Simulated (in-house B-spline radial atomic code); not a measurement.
A fraction x of an electron is removed from 3d in Cu2+, starting from [Ar] 3d9 and keeping the highest spin. Method: non-relativistic AM05, spin-polarised, spherical fractional occupations, point nucleus. Calculated with a radial B-spline atomic code at the basis-set limit.

```
   x  E(x) - E(0) (eV)  3d down level (eV)
   0            0.0000             -29.275
0.04            1.1848             -29.967
0.19            5.8768             -32.605
0.34           10.9697             -35.310
0.39           12.7581             -36.227
 0.5           16.8549             -38.267
0.62           21.5824             -40.531
0.67           23.6328             -41.486
0.85           31.4134             -44.979
0.96           36.4805             -47.155
   1           38.3827             -47.954
```

The exact functional would give a straight line between the two integer points. Deviations E(x) - E(0) - x[E(1) - E(0)], in eV: -0.351 at x = 0.04, -1.416 at x = 0.19, -2.08 at x = 0.34, -2.211 at x = 0.39, -2.336 at x = 0.5, -2.215 at x = 0.62, -2.084 at x = 0.67, -1.212 at x = 0.85, -0.367 at x = 0.96.

The curve lies below the straight line by up to 2.336 eV (at x = 0.5): convex, the delocalisation error that favours fractional charges.

(1) How well does Slater's transition state (minus the level at half occupation) give the ionisation energy?

## Answers

(1) It gives 38.267 eV against 38.383 eV from the two total energies; NIST lists 36.84 eV, ground level to ground level.
